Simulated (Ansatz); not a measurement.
Cost and result for the atomization energy of C8H18O, SMILES `CCCCCCCCO` (27 atoms, 26 bonds).

```xyz
27

C    -1.499   -2.137    2.412
C    -0.284   -1.391    2.939
C     0.768   -1.089    1.879
C     0.308   -0.134    0.790
C     1.407    0.191   -0.211
C     1.013    1.210   -1.271
C    -0.057    0.728   -2.238
C    -0.429    1.760   -3.284
O    -0.974    2.943   -2.733
H    -2.050   -1.549    1.675
H    -2.194   -2.382    3.219
H    -1.205   -3.076    1.932
H     0.178   -1.981    3.737
H    -0.605   -0.451    3.404
H     1.097   -2.030    1.419
H     1.654   -0.666    2.367
H    -0.045    0.798    1.251
H    -0.554   -0.561    0.267
H     2.277    0.569    0.337
H     1.737   -0.735   -0.698
H     1.902    1.487   -1.850
H     0.670    2.131   -0.788
H    -0.965    0.438   -1.692
H     0.288   -0.178   -2.752
H     0.463    2.078   -3.831
H    -1.120    1.319   -4.017
H    -1.780    2.710   -2.264
```

Charge 0, multiplicity 1. The structure was optimised at the PBE0-D4/def2-TZVP level. It is one conformer, not always the lowest. Program: Ansatz. All runs use 5 threads of an AMD EPYC 7R13 on a shared host and a share of an NVIDIA H100 80 GB. Times are those of one run each, without the atoms' runs, and a repeat can differ threefold. Electronic energies, without spin–orbit coupling; frozen cores. CCSD(T)/CBS adds CCSD(T) − MP2 in def2-TZVPP to the MP2 limit, and its time is that of the two runs behind it. T1 = 0.009. B3LYP takes the VWN-RPA correlation (the form of Gaussian; ORCA's B3LYP/G). HSE06 is the plane-wave form, built on full-range PBE exchange.

CCSD(T)/CBS is a level of theory with its own doubt, some kJ/mol a heavy atom from the limit and from the frozen cores, so smaller differences don't rank the functionals.

```csv
level,functions,wall time
BHLYP-D4/def2-TZVPP,531,7 s
ωB97X-V/def2-TZVPP,531,7 s
CCSD(T)/def2-SVP,216,7 s
HSE06-D4/def2-TZVPP,531,8.5 s
ωB97M-V/def2-TZVPP (with forces),531,12 s
PBE-D4/def2-TZVPP (with forces),531,12 s
r2SCAN-D4/def2-TZVPP (with forces),531,12 s
B3LYP-D4/def2-TZVPP (with forces),531,12 s
BLYP-D4/def2-TZVPP,531,13 s
B97M-V/def2-TZVPP,531,15 s
MP2/def2-QZVPP,1053,16 s
CCSD(T)/def2-TZVPP,531,110 s
CCSD(T)/CBS(def2),–,2.2 min
```

Q: What atomization energy does each give, and how far from CCSD(T)/CBS? (Best estimate.)

A: Computed: 
```tsv
level	atomization (kcal/mol)	difference from CCSD(T)/CBS	per bond
BHLYP-D4/def2-TZVPP	2517.4	-58.6	-2.3
ωB97X-V/def2-TZVPP	2578.8	2.8	0.1
CCSD(T)/def2-SVP	2480.6	-95.4	-3.7
HSE06-D4/def2-TZVPP	2594.1	18.1	0.7
ωB97M-V/def2-TZVPP (with forces)	2582.0	6.0	0.2
PBE-D4/def2-TZVPP (with forces)	2622.5	46.5	1.8
r2SCAN-D4/def2-TZVPP (with forces)	2579.7	3.7	0.1
B3LYP-D4/def2-TZVPP (with forces)	2575.3	-0.7	0.0
BLYP-D4/def2-TZVPP	2560.6	-15.4	-0.6
B97M-V/def2-TZVPP	2577.1	1.1	0.0
MP2/def2-QZVPP	2579.5	3.5	0.1
CCSD(T)/def2-TZVPP	2521.8	-54.2	-2.1
CCSD(T)/CBS(def2)	2576.0	0.0	0.0
```

At CCSD(T), def2-SVP lies −95.4 kcal/mol from the extrapolated value and def2-TZVPP −54.2 kcal/mol: correlation converges slowly with the basis, and small sets miss more of it in the bonded molecule than in its fragments. The D4 term adds +20.4 kcal/mol with B3LYP and +11.1 kcal/mol with PBE0; it sums over pairs of atoms, weighted by their polarisabilities, and B3LYP, whose exchange is more repulsive, gets the larger term. From PBE to PBE0 (25 % exact exchange), in def2-TZVPP and without D4, the atomization energy moves by −27.9 kcal/mol: exact exchange takes away binding that semilocal exchange gives to molecules.
